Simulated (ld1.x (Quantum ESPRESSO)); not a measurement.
**What the settings do to the RRKJ potential of In**

Base potential:

In, norm-conserving RRKJ (Kleinman–Bylander form), made with ld1.x (Quantum ESPRESSO) 7.5 (PBEsol, scalar-relativistic). Core [Kr], reference 4d10 5s2 5p1. Waves: 5p (bound): rc 2.30 bohr; 4d (bound): rc 1.30 bohr; 5s (bound): rc 1.80 bohr. Local part: the s channel. Core correction: a·sin(br)/r model core inside 1.00 bohr.

All-electron outer shells of the reference configuration (PBEsol, scalar-relativistic, ld1.x):

```
shell  level (eV)  outermost node (bohr)  outermost maximum (bohr)
   4s     -119.51                   0.41                      0.77
   4p      -78.02                   0.42                      0.82
   4d      -18.59                   0.40                      0.94
   5s       -8.25                   1.02                      2.16
   5p       -2.52                   1.14                      2.85
```

Cutoffs, loose and tight: the cutoffs (Ry, on a coarse ladder) from which the occupation-weighted sum of valence levels, in a spherical-Bessel basis at the reference potential, stays within 10 and 1 mRy of its value at 400 Ry. They do not see the model core or the augmentation charge, which bear on the density cutoff. Test errors are all-electron minus pseudo excitation energies from the reference, over the configurations 4d10 5s2 5p0; 4d10 5s1 5p0; 4d10 5s0 5p0; 4d10 5s2 5p0.5; 4d10 5s1 5p2; 4d10 5s1 5p1; 4d9 5s2 5p2. A dash means not determined; rows that change the core or the reference have their own tests.

| change | outcome | cutoff, loose | cutoff, tight | bound ghosts | largest test error (meV) |
| --- | --- | --- | --- | --- | --- |
| base | generated | 80 Ry | 100 Ry | none | -298 |
| wave 5p (bound): rc 2.30 bohr becomes 5p (bound): rc 1.50 bohr | failed: compute_chi: n is too large | – | – | – | – |
| wave 5p (bound): rc 2.30 bohr becomes 5p (bound): rc 1.76 bohr | failed: compute_chi: n is too large | – | – | – | – |
| wave 5p (bound): rc 2.30 bohr becomes 5p (bound): rc 2.00 bohr | generated | 80 Ry | 100 Ry | none | -252 |
| wave 5p (bound): rc 2.30 bohr becomes 5p (bound): rc 2.24 bohr | generated | 80 Ry | 100 Ry | none | -293 |
| wave 5p (bound): rc 2.30 bohr becomes 5p (bound): rc 2.66 bohr | generated | 80 Ry | 100 Ry | none | -312 |
| wave 5p (bound): rc 2.30 bohr becomes 5p (bound): rc 2.88 bohr | generated | 80 Ry | 100 Ry | none | -307 |
| wave 5p (bound): rc 2.30 bohr becomes 5p (bound): rc 3.22 bohr | generated | 80 Ry | 100 Ry | none | -287 |
| wave 5p (bound): rc 2.30 bohr becomes 5p (bound): rc 3.46 bohr | generated | 80 Ry | 100 Ry | none | -265 |

(1) What comes out with this change to the base: wave 5p (bound): rc 2.30 bohr becomes 5p (bound): rc 2.52 bohr?

Results:

(1) outcome: failed: compute_phi: phi has nodes before r_c. Cause: the RRKJ expansion in Bessel functions gave a pseudo-wave with a node inside its radius.

Reading the sweep of the p radius (base included, trends over the rows without a ghost): The loose cutoff stays near 80 Ry. The median size of the test errors (rows with all tests solved) is not monotonic: lowest 2.0 meV at 3.46 bohr, highest 5.0 meV at 2.66 bohr. The generation fails at 1.5, 1.76, 2.52 bohr.
